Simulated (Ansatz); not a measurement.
Nudged elastic band run: GaH7O4Si

The input (input.yaml):

```yaml
crystal:
  periodic: [false, false, false]
  atoms:
    - { symbol: Ga, position_ang: [-0.223885, -0.082675, 0.436473] }
    - { symbol: O, position_ang: [-1.10045, -1.013953, 1.695476] }
    - { symbol: H, position_ang: [-0.965097, -1.941116, 1.79949] }
    - { symbol: O, position_ang: [1.567127, -0.100832, 0.363475] }
    - { symbol: H, position_ang: [1.977842, -0.104529, -0.485808] }
    - { symbol: O, position_ang: [-1.027164, 0.288516, -1.1096] }
    - { symbol: H, position_ang: [-1.961303, 0.17827, -1.174719] }
    - { symbol: O, position_ang: [-0.286361, 1.575348, 1.668812] }
    - { symbol: Si, position_ang: [1.045718, 2.618627, 1.899281] }
    - { symbol: H, position_ang: [2.074318, 1.953946, 2.71068] }
    - { symbol: H, position_ang: [1.508429, 2.997818, 0.561052] }
    - { symbol: H, position_ang: [0.518248, 3.79046, 2.628757] }
    - { symbol: H, position_ang: [-0.809021, 1.314321, 2.420529] }
basis:
  gaussian: { orbitals: def2-SVP }
hamiltonian:
  xc: hf
neb:
  order_check: false
  images: 9
  f_tol: 0.05
  max_iterations: 60
  final_atoms:
    - { symbol: Ga, position_ang: [0.08903837, 0.25686057, 0.38587372] }
    - { symbol: O, position_ang: [-0.73379633, -0.96738291, 1.85661319] }
    - { symbol: H, position_ang: [-1.62365514, -1.14579473, 1.56757241] }
    - { symbol: O, position_ang: [1.62339598, -0.42923309, -0.1862039] }
    - { symbol: H, position_ang: [1.60901952, -1.16265646, -0.77826133] }
    - { symbol: O, position_ang: [-1.43610772, 0.01391503, -0.52700085] }
    - { symbol: H, position_ang: [-1.58574778, 0.40839645, -1.36945464] }
    - { symbol: O, position_ang: [0.24801606, 1.68448057, 1.44183558] }
    - { symbol: Si, position_ang: [1.03789711, 3.01082816, 1.94925661] }
    - { symbol: H, position_ang: [1.94579879, 2.69279818, 3.0807745] }
    - { symbol: H, position_ang: [1.84955426, 3.61980918, 0.86539906] }
    - { symbol: H, position_ang: [0.07139708, 4.03284522, 2.42332555] }
    - { symbol: H, position_ang: [-0.77640921, -0.54066518, 2.7041681] }
  initial_path:
    images:
      - { positions_ang: [[-0.223885, -0.082675, 0.436473], [-1.10045, -1.013953, 1.695476], [-0.965097, -1.941116, 1.79949], [1.567127, -0.100832, 0.363475], [1.977842, -0.104529, -0.485808], [-1.027164, 0.288516, -1.1096], [-1.961303, 0.17827, -1.174719], [-0.286361, 1.575348, 1.668812], [1.045718, 2.618627, 1.899281], [2.074318, 1.953946, 2.71068], [1.508429, 2.997818, 0.561052], [0.518248, 3.79046, 2.628757], [-0.809021, 1.314321, 2.420529]] }
      - { positions_ang: [[-0.17605273, -0.06040593, 0.34391482], [-0.90061951, -0.81328965, 1.77840942], [-0.9800786, -1.60374016, 1.91801202], [1.57572574, -0.08651236, 0.12341107], [1.95688183, -0.28190636, -0.5877179], [-1.11814319, 0.25470331, -1.08824618], [-1.97734388, 0.00151311, -1.107713], [-0.19593898, 1.65840996, 1.47066576], [0.97728856, 2.58015476, 1.96120693], [1.85949112, 1.80789494, 2.76489559], [1.58912618, 3.04561182, 0.86654599], [0.34795526, 3.67186362, 2.68073007], [-0.6398908, 1.29990394, 2.28978339]] }
      - { positions_ang: [[-0.12822046, -0.03813685, 0.25135665], [-0.70078902, -0.6126263, 1.86134284], [-0.9950602, -1.26636431, 2.03653404], [1.58432447, -0.07219272, -0.11665286], [1.93592166, -0.45928371, -0.68962779], [-1.20912237, 0.22089061, -1.06689236], [-1.99338476, -0.17524377, -1.04070699], [-0.10551696, 1.74147191, 1.27251952], [0.90885911, 2.54168252, 2.02313286], [1.64466424, 1.66184387, 2.81911119], [1.66982336, 3.09340565, 1.17203998], [0.17766252, 3.55326723, 2.73270314], [-0.47076061, 1.28548688, 2.15903778]] }
      - { positions_ang: [[-0.0803882, -0.01586778, 0.15879847], [-0.50095853, -0.41196295, 1.94427626], [-1.01004179, -0.92898847, 2.15505605], [1.59292321, -0.05787309, -0.35671679], [1.9149615, -0.63666107, -0.79153769], [-1.30010156, 0.18707792, -1.04553854], [-2.00942564, -0.35200066, -0.97370099], [-0.01509494, 1.82453387, 1.07437328], [0.84042967, 2.50321028, 2.08505879], [1.42983736, 1.51579281, 2.87332678], [1.75052054, 3.14119947, 1.47753397], [0.00736979, 3.43467085, 2.78467621], [-0.30163041, 1.27106982, 2.02829218]] }
      - { positions_ang: [[-0.03255593, 0.0064013, 0.06624029], [-0.30112804, -0.2112996, 2.02720968], [-1.02502339, -0.59161262, 2.27357807], [1.60152194, -0.04355345, -0.59678072], [1.89400133, -0.81403842, -0.89344758], [-1.39108075, 0.15326522, -1.02418472], [-2.02546651, -0.52875754, -0.90669498], [0.07532708, 1.90759582, 0.87622704], [0.77200022, 2.46473804, 2.14698473], [1.21501049, 1.36974174, 2.92754238], [1.83121772, 3.18899329, 1.78302796], [-0.16292295, 3.31607446, 2.83664929], [-0.13250021, 1.25665276, 1.89754657]] }
      - { positions_ang: [[0.01527634, 0.02867037, -0.02631788], [-0.10129755, -0.01063626, 2.1101431], [-1.04000499, -0.25423678, 2.39210009], [1.61012068, -0.02923381, -0.83684465], [1.87304116, -0.99141578, -0.99535748], [-1.48205994, 0.11945253, -1.00283091], [-2.04150739, -0.70551443, -0.83968898], [0.1657491, 1.99065778, 0.6780808], [0.70357078, 2.4262658, 2.20891066], [1.00018361, 1.22369068, 2.98175797], [1.91191491, 3.23678712, 2.08852195], [-0.33321569, 3.19747808, 2.88862236], [0.03662998, 1.24223569, 1.76680096]] }
      - { positions_ang: [[0.03002875, 0.07430841, 0.05612044], [-0.2277973, -0.20198559, 2.05943712], [-1.15673502, -0.43254837, 2.22719455], [1.61277574, -0.10923367, -0.7067165], [1.82023683, -1.02566391, -0.95193825], [-1.47286949, 0.09834503, -0.90766489], [-1.95035547, -0.48273225, -0.94564211], [0.18220249, 1.92942233, 0.83083176], [0.77043604, 2.54317827, 2.15697985], [1.18930664, 1.51751218, 3.00156128], [1.89944278, 3.31339153, 1.84389737], [-0.25229313, 3.3645515, 2.795563], [-0.12597786, 0.88565552, 1.95427439]] }
      - { positions_ang: [[0.04478115, 0.11994645, 0.13855876], [-0.35429706, -0.39333492, 2.00873114], [-1.27346505, -0.61085996, 2.06228902], [1.6154308, -0.18923352, -0.57658835], [1.7674325, -1.05991205, -0.90851902], [-1.46367905, 0.07723753, -0.81249888], [-1.85920355, -0.25995008, -1.05159524], [0.19865589, 1.86818689, 0.98358272], [0.83730131, 2.66009075, 2.10504904], [1.37842968, 1.81133368, 3.02136458], [1.88697065, 3.38999594, 1.59927279], [-0.17137058, 3.53162493, 2.70250363], [-0.2885857, 0.52907535, 2.14174781]] }
      - { positions_ang: [[0.05953356, 0.16558449, 0.22099708], [-0.48079682, -0.58468425, 1.95802516], [-1.39019508, -0.78917155, 1.89738348], [1.61808586, -0.26923338, -0.4464602], [1.71462817, -1.09416019, -0.86509979], [-1.45448861, 0.05613003, -0.71733287], [-1.76805162, -0.0371679, -1.15754838], [0.21510928, 1.80695145, 1.13633367], [0.90416658, 2.77700322, 2.05311823], [1.56755272, 2.10515518, 3.04116789], [1.87449852, 3.46660036, 1.35464822], [-0.09044803, 3.69869836, 2.60944427], [-0.45119353, 0.17249517, 2.32922124]] }
      - { positions_ang: [[0.07428597, 0.21122253, 0.3034354], [-0.60729657, -0.77603358, 1.90731917], [-1.50692511, -0.96748314, 1.73247794], [1.62074092, -0.34923323, -0.31633205], [1.66182385, -1.12840832, -0.82168056], [-1.44529816, 0.03502253, -0.62216686], [-1.6768997, 0.18561428, -1.26350151], [0.23156267, 1.74571601, 1.28908463], [0.97103185, 2.89391569, 2.00118742], [1.75667576, 2.39897668, 3.0609712], [1.86202639, 3.54320477, 1.11002364], [-0.00952547, 3.86577179, 2.51638491], [-0.61380137, -0.184085, 2.51669467]] }
      - { positions_ang: [[0.08903837, 0.25686057, 0.38587372], [-0.73379633, -0.96738291, 1.85661319], [-1.62365514, -1.14579473, 1.56757241], [1.62339598, -0.42923309, -0.1862039], [1.60901952, -1.16265646, -0.77826133], [-1.43610772, 0.01391503, -0.52700085], [-1.58574778, 0.40839645, -1.36945464], [0.24801606, 1.68448057, 1.44183558], [1.03789711, 3.01082816, 1.94925661], [1.94579879, 2.69279818, 3.0807745], [1.84955426, 3.61980918, 0.86539906], [0.07139708, 4.03284522, 2.42332555], [-0.77640921, -0.54066518, 2.7041681]] }
```

Run as:

```bash
$ ansatz run input.yaml --threads 4 --pin off --max-ram 5120MiB --backend cpu --events-out ev --progress --plain --runs-dir out
```

Output, in part (warnings, iteration lines, the closing report on the highest movable image, with atoms numbered from 0):

```
NEB end point (image 0): max|allowed force component| = 2.548e-2 eV/Å (the criterion of neb.relax_end_points is 1.000e-2)
NEB end point (image 10): max|allowed force component| = 1.402e-2 eV/Å (the criterion of neb.relax_end_points is 1.000e-2)
NEB iter   1: max|band force component| = 9.715e1 eV/Å  barrier→ = 15.7886 eV  barrier← = 16.1058 eV  Δτ_max = 0.2000 Å  (325 SCF iters)
NEB iter   2: max|band force component| = 1.019e1 eV/Å  barrier→ = 3.0345 eV  barrier← = 3.3517 eV  Δτ_max = 0.2000 Å  (256 SCF iters)
NEB iter   3: max|band force component| = 6.253e0 eV/Å  barrier→ = 1.8488 eV  barrier← = 2.1661 eV  Δτ_max = 0.1986 Å  (250 SCF iters)
NEB iter   4: max|band force component| = 2.812e0 eV/Å  barrier→ = 1.4557 eV  barrier← = 1.7729 eV  Δτ_max = 0.1986 Å  (262 SCF iters)
NEB iter   5: max|band force component| = 1.505e0 eV/Å  barrier→ = 1.1400 eV  barrier← = 1.4572 eV  Δτ_max = 0.1997 Å  (249 SCF iters)
NEB iter   6: max|band force component| = 8.920e-1 eV/Å  barrier→ = 0.9218 eV  barrier← = 1.2390 eV  Δτ_max = 0.2000 Å  (250 SCF iters)
NEB iter   7: max|band force component| = 1.238e0 eV/Å  barrier→ = 0.7853 eV  barrier← = 1.1026 eV  Δτ_max = 0.1015 Å  (242 SCF iters)
NEB iter   8: max|band force component| = 1.064e0 eV/Å  barrier→ = 0.7301 eV  barrier← = 1.0474 eV  Δτ_max = 0.1027 Å  (242 SCF iters)
NEB iter   9: max|band force component| = 4.650e-1 eV/Å  barrier→ = 0.6896 eV  barrier← = 1.0068 eV  CI = image 5  Δτ_max = 0.2000 Å  (230 SCF iters)
NEB iter  10: max|band force component| = 3.493e-1 eV/Å  barrier→ = 0.6698 eV  barrier← = 0.9870 eV  CI = image 5  Δτ_max = 0.1222 Å  (249 SCF iters)
NEB iter  11: max|band force component| = 6.719e-1 eV/Å  barrier→ = 0.6561 eV  barrier← = 0.9733 eV  CI = image 5  Δτ_max = 0.0618 Å  (211 SCF iters)
NEB iter  12: max|band force component| = 1.236e-1 eV/Å  barrier→ = 0.6508 eV  barrier← = 0.9680 eV  CI = image 5  Δτ_max = 0.1237 Å  (212 SCF iters)
NEB iter  13: max|band force component| = 1.865e-1 eV/Å  barrier→ = 0.6400 eV  barrier← = 0.9573 eV  CI = image 5  Δτ_max = 0.0616 Å  (226 SCF iters)
NEB iter  14: max|band force component| = 2.800e-1 eV/Å  barrier→ = 0.6354 eV  barrier← = 0.9527 eV  CI = image 5  Δτ_max = 0.0309 Å  (213 SCF iters)
NEB iter  15: max|band force component| = 1.106e-1 eV/Å  barrier→ = 0.6332 eV  barrier← = 0.9504 eV  CI = image 5  Δτ_max = 0.0623 Å  (211 SCF iters)
NEB iter  16: max|band force component| = 1.141e-1 eV/Å  barrier→ = 0.6291 eV  barrier← = 0.9463 eV  CI = image 5  Δτ_max = 0.0308 Å  (215 SCF iters)
NEB iter  17: max|band force component| = 1.030e-1 eV/Å  barrier→ = 0.6274 eV  barrier← = 0.9446 eV  CI = image 5  Δτ_max = 0.0308 Å  (208 SCF iters)
NEB iter  18: max|band force component| = 9.249e-2 eV/Å  barrier→ = 0.6259 eV  barrier← = 0.9431 eV  CI = image 5  Δτ_max = 0.0309 Å  (212 SCF iters)
NEB iter  19: max|band force component| = 7.687e-2 eV/Å  barrier→ = 0.6247 eV  barrier← = 0.9420 eV  CI = image 5  Δτ_max = 0.0307 Å  (210 SCF iters)
NEB iter  20: max|band force component| = 6.704e-2 eV/Å  barrier→ = 0.6238 eV  barrier← = 0.9411 eV  CI = image 5  Δτ_max = 0.0307 Å  (211 SCF iters)
NEB iter  21: max|band force component| = 5.423e-2 eV/Å  barrier→ = 0.6231 eV  barrier← = 0.9403 eV  CI = image 5  Δτ_max = 0.0307 Å  (209 SCF iters)
NEB iter  22: max|band force component| = 4.096e-2 eV/Å  barrier→ = 0.6226 eV  barrier← = 0.9398 eV  CI = image 5  Δτ_max = 0.0307 Å  (209 SCF iters)
NEB iter  23: max|band force component| = 7.210e-2 eV/Å  barrier→ = 0.6221 eV  barrier← = 0.9393 eV  CI = image 5  Δτ_max = 0.0613 Å  (23 SCF iters)
NEB iter  24: max|band force component| = 6.285e-2 eV/Å  barrier→ = 0.6215 eV  barrier← = 0.9387 eV  CI = image 5  Δτ_max = 0.0613 Å  (213 SCF iters)
NEB iter  25: max|band force component| = 5.597e-2 eV/Å  barrier→ = 0.6206 eV  barrier← = 0.9379 eV  CI = image 5  Δτ_max = 0.0612 Å  (213 SCF iters)
NEB iter  26: max|band force component| = 9.620e-2 eV/Å  barrier→ = 0.6195 eV  barrier← = 0.9368 eV  CI = image 5  Δτ_max = 0.0307 Å  (215 SCF iters)
NEB iter  27: max|band force component| = 6.048e-2 eV/Å  barrier→ = 0.6186 eV  barrier← = 0.9358 eV  CI = image 5  Δτ_max = 0.0307 Å  (211 SCF iters)
NEB iter  28: max|band force component| = 4.987e-2 eV/Å  barrier→ = 0.6174 eV  barrier← = 0.9346 eV  CI = image 5  Δτ_max = 0.0307 Å  (212 SCF iters)
NEB iter  29: max|band force component| = 7.819e-2 eV/Å  barrier→ = 0.6159 eV  barrier← = 0.9331 eV  CI = image 5  Δτ_max = 0.0614 Å  (24 SCF iters)
NEB iter  30: max|band force component| = 8.999e-2 eV/Å  barrier→ = 0.6121 eV  barrier← = 0.9294 eV  CI = image 5  Δτ_max = 0.0616 Å  (229 SCF iters)
NEB iter  31: max|band force component| = 9.322e-2 eV/Å  barrier→ = 0.6080 eV  barrier← = 0.9252 eV  CI = image 5  Δτ_max = 0.0616 Å  (225 SCF iters)
NEB iter  32: max|band force component| = 8.553e-2 eV/Å  barrier→ = 0.6041 eV  barrier← = 0.9214 eV  CI = image 5  Δτ_max = 0.0614 Å  (215 SCF iters)
NEB iter  33: max|band force component| = 6.706e-2 eV/Å  barrier→ = 0.6013 eV  barrier← = 0.9185 eV  CI = image 5  Δτ_max = 0.0616 Å  (216 SCF iters)
NEB iter  34: max|band force component| = 1.066e-1 eV/Å  barrier→ = 0.5998 eV  barrier← = 0.9170 eV  CI = image 5  Δτ_max = 0.0308 Å  (221 SCF iters)
NEB iter  35: max|band force component| = 1.041e-1 eV/Å  barrier→ = 0.5991 eV  barrier← = 0.9163 eV  CI = image 5  Δτ_max = 0.0308 Å  (211 SCF iters)
NEB iter  36: max|band force component| = 8.684e-2 eV/Å  barrier→ = 0.5984 eV  barrier← = 0.9157 eV  CI = image 5  Δτ_max = 0.0617 Å  (210 SCF iters)
NEB iter  37: max|band force component| = 8.133e-2 eV/Å  barrier→ = 0.5981 eV  barrier← = 0.9153 eV  CI = image 5  Δτ_max = 0.0617 Å  (214 SCF iters)
NEB iter  38: max|band force component| = 1.374e-1 eV/Å  barrier→ = 0.5978 eV  barrier← = 0.9151 eV  CI = image 5  Δτ_max = 0.0618 Å  (216 SCF iters)
NEB iter  39: max|band force component| = 1.761e-1 eV/Å  barrier→ = 0.5978 eV  barrier← = 0.9150 eV  CI = image 5  Δτ_max = 0.0614 Å  (218 SCF iters)
NEB iter  40: max|band force component| = 1.859e-1 eV/Å  barrier→ = 0.5977 eV  barrier← = 0.9149 eV  CI = image 5  Δτ_max = 0.1256 Å  (219 SCF iters)
NEB iter  41: max|band force component| = 2.253e-1 eV/Å  barrier→ = 0.5976 eV  barrier← = 0.9149 eV  CI = image 5  Δτ_max = 0.1221 Å  (230 SCF iters)
NEB iter  42: max|band force component| = 2.288e-1 eV/Å  barrier→ = 0.5976 eV  barrier← = 0.9148 eV  CI = image 5  Δτ_max = 0.1224 Å  (227 SCF iters)
NEB iter  43: max|band force component| = 2.021e-1 eV/Å  barrier→ = 0.5976 eV  barrier← = 0.9148 eV  CI = image 5  Δτ_max = 0.1231 Å  (230 SCF iters)
NEB iter  44: max|band force component| = 3.541e-1 eV/Å  barrier→ = 0.5976 eV  barrier← = 0.9148 eV  CI = image 5  Δτ_max = 0.0614 Å  (228 SCF iters)
NEB iter  45: max|band force component| = 1.371e-1 eV/Å  barrier→ = 0.5976 eV  barrier← = 0.9148 eV  CI = image 5  Δτ_max = 0.1222 Å  (217 SCF iters)
NEB iter  46: max|band force component| = 2.231e-1 eV/Å  barrier→ = 0.5976 eV  barrier← = 0.9148 eV  CI = image 5  Δτ_max = 0.0615 Å  (219 SCF iters)
NEB iter  47: max|band force component| = 3.384e-1 eV/Å  barrier→ = 0.5976 eV  barrier← = 0.9148 eV  CI = image 5  Δτ_max = 0.0308 Å  (210 SCF iters)
NEB iter  48: max|band force component| = 5.739e-2 eV/Å  barrier→ = 0.5976 eV  barrier← = 0.9148 eV  CI = image 5  Δτ_max = 0.0613 Å  (193 SCF iters)
NEB iter  49: max|band force component| = 6.968e-2 eV/Å  barrier→ = 0.5976 eV  barrier← = 0.9148 eV  CI = image 5  Δτ_max = 0.0309 Å  (208 SCF iters)
NEB iter  50: max|band force component| = 7.870e-2 eV/Å  barrier→ = 0.5976 eV  barrier← = 0.9148 eV  CI = image 5  Δτ_max = 0.0153 Å  (192 SCF iters)
NEB iter  51: max|band force component| = 5.198e-2 eV/Å  barrier→ = 0.5976 eV  barrier← = 0.9148 eV  CI = image 5  Δτ_max = 0.0153 Å  (192 SCF iters)
NEB iter  52: max|band force component| = 3.983e-2 eV/Å  barrier→ = 0.5976 eV  barrier← = 0.9148 eV  CI = image 5  Δτ_max = 0.0000 Å  (452 SCF iters)
Total energy: -68443.63552683 eV, -2515.2572128486 hartree
Atom 0 at    -0.032167     0.014652     0.258933 Å, force     0.000125    -0.000063    -0.000131 eV/Å
Atom 1 at    -0.632254    -0.755232     1.904166 Å, force     0.000166    -0.000202     0.000168 eV/Å
Atom 2 at    -1.516542    -1.069915     2.018515 Å, force    -0.000140     0.000221    -0.000137 eV/Å
Atom 3 at     1.603854    -0.376984    -0.300161 Å, force     0.000196     0.000019     0.000098 eV/Å
Atom 4 at     1.736690    -1.001332    -0.993768 Å, force    -0.000157     0.000008    -0.000062 eV/Å
Atom 5 at    -1.424585     0.195141    -0.828896 Å, force    -0.000502    -0.000099     0.000035 eV/Å
Atom 6 at    -1.304203     0.482222    -1.718680 Å, force     0.000346     0.000040     0.000011 eV/Å
Atom 7 at     0.111701     1.360761     1.664179 Å, force     0.000204     0.000021     0.000209 eV/Å
Atom 8 at     0.867620     2.741724     2.191171 Å, force    -0.000047    -0.000032    -0.000017 eV/Å
Atom 9 at     2.060518     2.405034     2.995949 Å, force     0.000037     0.000053    -0.000084 eV/Å
Atom 10 at     1.265331     3.535021     1.010051 Å, force    -0.000078     0.000043    -0.000016 eV/Å
Atom 11 at    -0.071553     3.523305     3.024512 Å, force    -0.000007    -0.000048     0.000052 eV/Å
Atom 12 at    -0.346009     0.419804     2.187928 Å, force    -0.000142     0.000039    -0.000126 eV/Å
Dipole moment:    -0.176116     0.003392    -0.097340 e Å
```

It converged. The band force fell under the threshold earlier too, but the program's further tests of the path sent the band on. The profile has 2 maxima (images 1, 5) with wells between them (image 3): this band takes more than one step, which may be the mechanism or a detour left from its start path. A vibrational analysis at the climbing image gives one clearly imaginary mode, 1508i cm⁻¹: a first-order saddle point. The orbitals stay closed-shell, which can raise the energy where a bond breaks towards radicals; this wasn't checked here.

Final band (atoms are numbered from 1 in the order of the input):

```tsv
image	path coordinate (Å)	energy (kcal/mol)	O8–H13 (Å)	O2–H13 (Å)
0	0.00	0.0	0.95	2.46
1	0.98	1.4	0.95	2.57
2	1.95	1.0	0.95	2.59
3	2.93	0.7	0.95	2.42
4	3.91	2.2	0.96	2.08
5	4.88	13.8	1.17	1.24
6	5.36	-1.0	1.70	0.98
7	5.84	-5.6	2.13	0.95
8	6.32	-7.1	2.50	0.95
9	6.80	-7.3	2.75	0.95
10	7.28	-7.3	2.76	0.95
```

Run time: 21 min on 4 threads of Intel(R) Xeon(R) Platinum 8259CL CPU @ 2.50GHz (Skylake/Cascade Lake) (shared host), peak memory 0.44 GiB.
